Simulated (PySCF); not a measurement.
**Two-component Hartree-Fock for Tm(2+) (thulium, charge +2)**

Start: [Xe] 4f13; 4f5/2 filled at m_j = -3/2, -1/2, +1/2, +3/2, +5/2; 4f7/2 filled at m_j = -7/2, -5/2, -3/2, -1/2, +1/2, +3/2, +5/2, +7/2. Calculated with PySCF 2.14 in x2c-QZVPPall-2c (16s16p12d6f4g1h, 213 functions): generalised Hartree-Fock with the X2C-1e Hamiltonian and a Gaussian nucleus; one run each with spin-orbit coupling (SO) screened by Boettger's factors, then bare. This is a chosen level, not necessarily the ground level.

```csv
spinor shell,electrons,"ε, screened SO (eV)","ε, bare SO (eV)",weight of nominal j (bare SO),"rms radius, bare SO (bohr)"
1s1/2,2,-59693.6,-59692.7,1.000,0.0227
2s1/2,2,-10211.8,-10211.5,1.000,0.0917
2p1/2,2,-9715.4,-9739.6,1.000,0.0781
2p3/2,4,-8729.8,-8721.5,1.000,0.0852
3s1/2,2,-2361.3,-2361.2,1.000,0.235
3p1/2,2,-2142.4,-2147.6,1.000,0.226
3p3/2,4,-1930.5,-1928.7,1.000,0.241
3d3/2,4,-1561.4,-1566.3,1.000,0.214
3d5/2,6,-1515.9,-1512.9,1.000,0.218
4s1/2,2,-503.56,-503.59,1.000,0.530
4p1/2,2,-413.62,-414.90,1.000,0.541
4p3/2,4,-366.06,-365.68,1.000,0.574
4d3/2,4,-216.93,-217.98,0.996,0.610
4d5/2,6,-209.60,-209.01,0.997,0.625
5s1/2,2,-78.688,-78.705,1.000,1.34
5p1/2,2,-51.715,-51.863,0.997,1.50
5p3/2,4,-45.738,-45.707,0.998,1.61
4f5/2,5,-28.492,-29.102,0.977,0.867
4f7/2,8,-27.399,-27.024,0.985,0.899
```

| quantity | screened SO | bare SO |
| --- | --- | --- |
| E (hartree) | -13568.75686 | -13569.57520 |
| M_J | 5/2 | 5/2 |
| ⟨J²⟩ | 8.798 | 8.771 |
| ⟨L²⟩ | 12.104 | 12.116 |
| ⟨S²⟩ | 0.848 | 0.859 |

Each row is a mean over spinors that exchange with the open shell spreads, by up to 8.822 eV (4d3/2).

Breit and QED terms are absent; they matter most for the inner s and p1/2 levels.

Densities and radii are taken from the X2C orbitals without a picture-change correction, which distorts them close to the nucleus.
